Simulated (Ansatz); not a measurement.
The Sb1–H2 bond of stibine (SMILES [SbH3]) is stretched (multiplicity 1, the rest rigid).
Geometry at rest (charge 0, multiplicity 1):
```xyz
4

Sb     0.00013    -0.00053     0.05361
H     -0.90373    -1.08342    -0.91985
H     -0.49765     1.33580    -0.89701
H      1.39450    -0.22542    -0.91717
```

Cores are frozen in the correlated methods. Filled d and f shells under p-block atoms count as core.

The values were computed with Ansatz (a first-principles code). Each number belongs to the level named beside it. In def2 rows elements past Kr take small-core potentials, without spin–orbit coupling.

FIC-MRCISD+Q on CASSCF(2,2)/def2-TZVPP, total energies (hartree):

| R (Å) | CASSCF | MRCISD | weight c² of the reference |
|---|---|---|---|
| 1.714 | -240.996664 | -241.141746 | 0.92008 |
| 2.999 | -240.917003 | -241.052669 | 0.91975 |
| 5.484 | -240.899675 | -241.032931 | 0.92057 |

**Question.** Add the Davidson correction (E_MRCISD − E_CASSCF)(1 − c²)/c² and give the energies above the first point at the three levels.

**Answer.** 
Corrections (hartree): -0.012602, -0.011837, -0.011498. Above the first point (kcal/mol):
- R = 2.999 Å: CASSCF 50.0, MRCISD 55.9, with the correction 56.4
- R = 5.484 Å: CASSCF 60.9, MRCISD 68.3, with the correction 69.0
